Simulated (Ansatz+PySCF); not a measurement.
Results of a calculation; reference values are marked as such.
A run of Ansatz (development build ahead of 0.2.0) on singlet CuH in separate pieces at this shape:

```xyz
2

Cu    0.0000    0.0000   -0.1476
H     0.0000    0.0000    4.2808
```

Its results:

- Converged: yes
- Total energy: -1620.91774 hartree
- Spin squared of the determinant: 2.000
- Stability test: minimum

Question: Which input gives this output? Name the method, the orbitals and the basis set, and write the input.

Answer: UHF in STO-3G.

```yaml
crystal:
  periodic: [false, false, false]
  atoms:
    - { symbol: Cu, position_ang: [0.0, 0.0, -0.14761] }
    - { symbol: H, position_ang: [0.0, 0.0, 4.28075] }
basis:
  gaussian: { orbitals: STO-3G }
magnetization:
  spin_polarized: true
hamiltonian:
  xc: hf
```

Caution: the unrestricted determinant is a mixture of spin states; the determinant breaks the point group.
